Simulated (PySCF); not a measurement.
Computed shifts of a molecule C₆H₁₂, KT2/pcSseg-1 (PySCF), GIAO, gas phase, equivalent atoms averaged, in ppm (number of nuclei): ¹³C: 33.5 (1), 27.2 (1), 22.0 (1), 17.1 (1), 5.2 (1), 1.4 (1). ¹H: 2.39 (1), 1.35 (3), 1.03 (1), 0.78 (3), 0.63 (1), 0.58 (1), 0.52 (1), 0.46 (1). References: ¹³C against TMS (σ = 185.1 ppm); ¹H against TMS (σ = 31.47 ppm), references at their B3LYP-D3(BJ)/def2-TZVP geometries, non-relativistic. The structure is a stationary point at B3LYP-D3(BJ)/def2-SVP. The values are those of a single conformer.

### Question
Which structure fits?
A) C[C@@H]1CC1(C)C
B) CCCC1CC1
C) CC/C=C/CC
D) CC(C)C1CC1

### Answer
D, CC(C)C1CC1
